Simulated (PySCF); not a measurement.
Structure problem from calculated spectra and properties.

Elements present: C, F, H and Si. Monoisotopic mass: 134.0363 u.

- 1H NMR: chemical shifts (computed TMS as zero) by class: 6.22 (1 H), 6.13 (2 H), 4.61 (1 H), 1.82 (2 H), 1.69 (2 H) ppm [GIAO PBE/pcSseg-1]
- Dipole: 2.57 D [B3LYP/def2-SVPD]
- XPS: Si2p3/2 106.6, C1s 290.4 (×2), C1s 290.4 (×2), C1s 294.7, F1s 692.8 (×2), Si1s 1846.3 eV [ΔSCF SCAN, pcX-2 on the ionised atom, pcseg-1 elsewhere, spin-free X2C, 2p3/2 from a spin–orbit splitting computed afterwards within the 2p shell]
- UV, first state: lowest singlet excitation: 6.42 eV (193 nm, f = 0.005) [TDDFT B3LYP/def2-SVPD]
- 13C NMR: chemical shifts (computed TMS as zero) by class: 139.1 (2 C), 130.3 (1 C), 16.7 (2 C) ppm [GIAO PBE/pcSseg-1]
- Rotational structure: rotational constants A, B, C: 3.045, 1.155, 0.970 GHz [PBE0-D3(BJ)/def2-SVP]

The electronic properties come from PySCF, for the isolated species, density fitting. Levels stand in brackets. Isolated species at its PBE0-D3(BJ)/def2-SVP geometry (one conformer only). NMR classes are plain means over equivalent atoms (diastereotopic ones count apart unless rotation or inversion swaps them), as if these changed places fast.

Question: Which formula fits the mass and the elements?

Answer: C5H8F2Si (calculated 134.0363). No other formula that holds each of these elements comes within 0.0003 u with a fitting electron parity and a possible valence count.

Question: Propose a structure and show how it fits.

Answer: Numbering: `[F:1][CH:2]([F:3])[SiH:4]1[CH2:5][CH:6]=[CH:7][CH2:8]1`. Its formula, C5H8F2Si, gives 2 degrees of unsaturation: 1 ring and 1 π bond in the structure found. 5 carbons fall into 3 classes; from least to most shielded: alkene CH carbon [C6/C7] (139.1 ppm, 2 C), CHF2 carbon [C2] (130.3 ppm), ring sp3 carbon bound to silicon [C5/C8] (16.7 ppm, 2 C). Hydrogen classes from least to most shielded: 1 H on a CHF2 carbon, C2 (6.22 ppm), 2 H on 2 alkene CH carbons, C6/C7 (6.13 ppm), 1 H on an SiH silicon, Si4 (4.61 ppm), 2 H on 2 like atoms (sp3 carbon bound to silicon), C5/C8 (1.82 ppm), 2 H on 2 like atoms (sp3 carbon bound to silicon), C5/C8 (1.69 ppm). The core levels belong to: Si2p3/2 106.6 eV, SiH silicon [Si4]; C1s 290.4 eV, sp3 carbon bound to silicon [C5/C8]; C1s 290.4 eV, alkene CH carbon [C6/C7]; C1s 294.7 eV, CHF2 carbon [C2]; F1s 692.8 eV, fluorine of a CF2 group [F1/F3]; Si1s 1846.3 eV, SiH silicon [Si4]. One atom of each topological class was ionised and stands for its class. By its constants the optimised geometry is an asymmetric top. Structure: `FC(F)[SiH]1CC=CC1`. Computed isomers that give other values at the same levels: `FC(F)[C@H]1C=CC[SiH2]1` (smallest rotational constant: 0.912 GHz; this holds for the one conformer computed). The assignments are read from this structure; whether some other isomer fits the data as well wasn't checked.
